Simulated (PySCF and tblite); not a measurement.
Results of a calculation; reference values are marked as such.
C6H10O, numbered as in [CH3:1][O:2][C:3]1=[CH:4][CH2:5][CH2:6][CH2:7]1.

Level: PBE0-D3(BJ)/pcSseg-1//GFN2-xTB, thermal terms from GFN2-xTB, symmetry numbers and mirror pairs counted. Conformers within 3 kcal/mol (GFN2-xTB free energy) were kept, 10 at most. Programs: PySCF with density fitting and tblite.

Torsions listed: C1–O2–C3–C7. The 5-ring runs over atoms 3–4–5–6–7. Of a mirror pair one member is shown.

```csv
conformer,shape,symmetry
1,"5-ring envelope (ring torsions 12, -18, 18, -12, 0°); -6°",C1 (pair)
2,"5-ring envelope (ring torsions 13, -21, 21, -13, 0°); 179°",C1 (pair)
```

Task: Which of these conformers is the most populated at 298.15 K, and with what share?

Result: Conformer 2, about 100 %.

Task: Give the DFT energies and free energies relative to the lowest, and all weights.

Result: 
| conformer | shape | E(DFT) kcal/mol | G(298.15 K) kcal/mol | weight % |
| --- | --- | --- | --- | --- |
| 1 | 5-ring envelope (ring torsions 12, -18, 18, -12, 0°); -6° | 4.52 | 4.26 | 0.1 |
| 2 | 5-ring envelope (ring torsions 13, -21, 21, -13, 0°); 179° | 0.00 | 0.00 | 99.9 |

Task: How does its share change from 200 K to 400 K?

Result: From 100 % to 100 %; the mixing entropy goes from 1.38 to 1.44 cal/(mol K).
